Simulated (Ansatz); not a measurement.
`C[Si](C)(C)F` + NH₃ → `C[Si](C)(C)N` + H–F at 500 K and 1 bar (ligand exchange at the Si–F bond).

Program: Ansatz. Geometries: PBE0-D4/def2-TZVP. ΔE: electronic, gas phase. CCSD(T)/CBS adds triple-zeta CCSD(T) − MP2 to the extrapolated MP2 energy (def2 sets, frozen cores). This one scheme is used for every species. Each species was taken in one conformer, which may not be the lowest.

| species | CCSD(T)/CBS energy (Eh) | H − E (kJ/mol) | S (J/(mol·K)) |
| --- | --- | --- | --- |
| `C[Si](C)(C)F` | -508.56386 | 353.1 | 431.4 |
| NH₃ | -56.50880 | 108.2 | 211.8 |
| `C[Si](C)(C)N` | -464.63944 | 420.5 | 465.5 |
| H–F | -100.39570 | 39.4 | 188.7 |

H − E and S are ideal-gas, rigid-rotor, harmonic terms from PBE0-D4/def2-TZVP, for one conformer and one mirror image of each species. 1 Eh = 2625.50 kJ/mol, R = 8.31446 J/(mol·K).

By hand: ΔE, ΔH, ΔS and ΔG.

ΔE = (-464.63944) + (-100.39570) − (-508.56386) − (-56.50880) = 0.03752 Eh = 98.5 kJ/mol. Δ(H − E) = 420.5 + 39.4 − 353.1 − 108.2 = -1.4, so ΔH = 97.1 kJ/mol. ΔS = 465.5 + 188.7 − 431.4 − 211.8 = 11.0 J/(mol·K). ΔG = 97.1 − 500 × (11.0)/1000 = 91.6 kJ/mol.

By hand: the equilibrium constant, and the temperature at which ΔG would vanish if ΔH and ΔS stayed fixed.

log₁₀ K = −ΔG/(RT ln 10) = -9.6. ΔG = 0 at ΔH/ΔS = 8827 K, far beyond where these terms or the molecules hold.

The number of gas molecules stays the same, so ΔS is small and ΔH decides. A doubt of 5 kJ/mol in ΔE shifts log₁₀ K by 0.5 here. Other conformers and mirror images would add mixing entropy, several J/(mol·K) or more a flexible species. These are equilibria of isolated gas molecules and say nothing of rates. Largest T1 diagnostic: 0.010 (customary marks: 0.02 for closed shells, 0.045 for open ones).
